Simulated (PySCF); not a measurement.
**Electron correlation in Ge⁺ (germanium, charge +1)**

[Ar] 3d10 4s2 5s1, 2S determinant (an excited configuration). Computed with PySCF 2.14 in x2c-TZVPPall with one added diffuse shell each of s, p, d type (7s6p5d1f, 57 functions), with scalar relativity by spin-free X2C-1e. Frozen: [Ne]; 21 electrons correlated.

```json
{"level": "CCSD", "correlation energy (mhartree)": "-294.62"}
{"level": "(T)", "correlation energy (mhartree)": "-7.48"}
{"level": "CCSD(T)", "correlation energy (mhartree)": "-302.10"}
```

Diagnostics: T1 = 0.0076, D1 = 0.0253, largest double amplitude 0.087.

The outer electron is Rydberg-like, and this basis confines it to a smaller radius and binds it less than a complete one would.

Cost of the coupled-cluster step: roughly 23 core-seconds, for 21 correlated electrons.

Iterations:

```
CC2 = 0
CCSD nocc = (np.int64(11), np.int64(10)), nmo = (52, 52)
frozen orbitals [[0, 1, 2, 3, 4], [0, 1, 2, 3, 4]]
max_cycle = 100
direct = 0
conv_tol = 1e-08
conv_tol_normt = 1e-06
diis_space = 8
diis_start_cycle = 0
Init t2, MP2 energy = -0.309272798694994
Init E_corr(UCCSD) = -0.30927279869586
cycle = 1  E_corr(UCCSD) = -0.280501036751533  dE = 0.0287717619  norm(t1,t2) = 0.0701778
cycle = 2  E_corr(UCCSD) = -0.295759683572943  dE = -0.0152586468  norm(t1,t2) = 0.0227047
cycle = 3  E_corr(UCCSD) = -0.293489974054069  dE = 0.00226970952  norm(t1,t2) = 0.00914106
cycle = 4  E_corr(UCCSD) = -0.294582968746304  dE = -0.00109299469  norm(t1,t2) = 0.00373668
cycle = 5  E_corr(UCCSD) = -0.29466369016607  dE = -8.07214198e-05  norm(t1,t2) = 0.00144963
cycle = 6  E_corr(UCCSD) = -0.294594826800151  dE = 6.88633659e-05  norm(t1,t2) = 0.00080025
cycle = 7  E_corr(UCCSD) = -0.294614953734096  dE = -2.01269339e-05  norm(t1,t2) = 0.000339605
cycle = 8  E_corr(UCCSD) = -0.29462110305403  dE = -6.14931993e-06  norm(t1,t2) = 7.28563e-05
cycle = 9  E_corr(UCCSD) = -0.294617520393825  dE = 3.5826602e-06  norm(t1,t2) = 2.07497e-05
cycle = 10  E_corr(UCCSD) = -0.29461762681077  dE = -1.06416945e-07  norm(t1,t2) = 6.08308e-06
cycle = 11  E_corr(UCCSD) = -0.294617779376648  dE = -1.52565878e-07  norm(t1,t2) = 2.47759e-06
cycle = 12  E_corr(UCCSD) = -0.294617815608106  dE = -3.62314575e-08  norm(t1,t2) = 3.73222e-06
cycle = 13  E_corr(UCCSD) = -0.29461773084492  dE = 8.47631857e-08  norm(t1,t2) = 3.96937e-07
cycle = 14  E_corr(UCCSD) = -0.294617749129593  dE = -1.82846736e-08  norm(t1,t2) = 8.63579e-08
cycle = 15  E_corr(UCCSD) = -0.294617747858329  dE = 1.27126459e-09  norm(t1,t2) = 2.98523e-08
UCCSD converged
E(UCCSD) = -2096.799734705684  E_corr = -0.2946177478583288
UCCSD(T) correction = -0.00748395285868124
```

This basis was not built for core-valence correlation, so the inner-shell part is incomplete.
